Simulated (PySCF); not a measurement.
As (SMILES [As-]), charge -1, triplet (in this run its highest filled SCF level lies above zero, so its values depend strongly on the basis, on diffuse functions most of all). Base run: SCAN/def2-TZVP run with PySCF.

Geometry (Å):
```xyz
1

As     0.0000     0.0000     0.0000
```
Charge -1, spin multiplicity 3.
Orbitals are unrestricted.
All else is at PySCF's defaults.
Base energy -2236.01232 Eh.

The base run was repeated with changes; each row names its change, and settings that it needs were set with it.

| change | ΔE vs base (mEh) | grid points | electrons on the grid |
|---|---|---|---|
| base | 0.000 | 20424 | 34.00000 |
| grids.level = 1 | -28.362 | 7336 | 34.00000 |
| grids.level = 0 | 216.2 | 2448 | 33.99939 |
| grids.atom_grid = (50, 194) | 19.209 | 6112 | 34.00000 |
| grids.atom_grid = (150, 974) | 2.667 | 70296 | 34.00000 |
| grids.level = 5 | 3.853 | 44736 | 34.00000 |
| grids.radi_method = gauss_chebyshev | 3.448 | 20544 | 34.00000 |
| grids.becke_scheme = stratmann | 0.000 | 20424 | 34.00000 |
| grids.level = 7 | 2.667 | 86640 | 34.00000 |
| grids.atom_grid = (99, 590) | 5.597 | 28352 | 34.00000 |
| small_rho_cutoff = 0 | 0.000 | 20424 | 34.00000 |

Open shells are given as the SCF converged; they aren't shown to be the lowest states, and a large step between rows can be another state.
